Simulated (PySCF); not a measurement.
Level of theory: TPSSh-D3(BJ)/def2-TZVP // r2SCAN-D4/def2-SVP (PySCF). Gas-phase values, no solvent. One relaxed conformer stands for a flexible species; it need not be the lowest. 

Reference species: [Nb(F)4(NH2)] (neutral, multiplicity 1).

```json
{
 "mean_distance_from_the_central_atom_to_its_bonded_neighbours": "1.884 Å",
 "charge on the central atom (Mulliken)": "1.96 e"
}
```

Changed species: [Nb(NH2)5] (5 of 5 F replaced by NH2; the reference has 1 of 5 F replaced by NH2).

Q: Predict the effect on the mean distance from the central atom to its bonded neighbours and charge on the central atom (Mulliken).

A: the mean distance from the central atom to its bonded neighbours rises by 0.128 Å, to 2.012 Å; the charge on the central atom (Mulliken) falls by 0.19 e, to 1.77 e.
